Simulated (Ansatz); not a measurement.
# Relaxing a trial structure of C2H6In−

The starting geometry of this gas-phase singlet was optimised with GFN2-xTB.

```yaml
atoms:
  - { symbol: C, position_ang: [-0.3216, 0.7099, -0.1198] }
  - { symbol: C, position_ang: [0.8595, 1.0429, -1.0342] }
  - { symbol: In, position_ang: [0.5028, -0.4752, 1.8735] }
  - { symbol: H, position_ang: [1.4108, 0.1304, -1.2630] }
  - { symbol: H, position_ang: [1.5548, 1.7268, -0.5332] }
  - { symbol: H, position_ang: [0.5724, 1.5156, -1.9907] }
  - { symbol: H, position_ang: [1.8582, -2.0525, 0.8787] }
  - { symbol: H, position_ang: [-1.0248, 0.0788, -0.7015] }
  - { symbol: H, position_ang: [-0.8831, 1.6524, 0.0640] }
```

Predict what it relaxes into with BLYP-D3(BJ)/def2-SVPD.

A new bond forms, giving a structure given below by its coordinates. Contacts that close: In3–H7 (2.31 → 1.95 Å).

The energy falls by 0.26 eV over 12 steps:

```
step  E − E(last) (eV)
   1             0.259
   2             0.073
   3             0.009
   5             0.000
   6             0.000
   7             0.000
   8             0.000
  10             0.000
  11             0.000
  12             0.000
```

Final geometry (Å):

```xyz
9

C    -0.2556    0.6436   -0.1074
C     0.8917    1.0239   -1.0596
In    0.4238   -0.5405    1.8713
H     1.4557    0.1207   -1.3699
H     1.6272    1.6926   -0.5600
H     0.5729    1.5554   -1.9936
H     1.6191   -1.6697    0.8161
H    -0.9716   -0.0410   -0.6193
H    -0.8343    1.5441    0.1963
```

Frequencies at the end are all real (lowest 82 cm⁻¹). Atoms past krypton carry core potentials, without spin–orbit terms. Run with Ansatz 0.2.0, 14 s on 2 threads of Arm Neoverse V2, on a shared host.
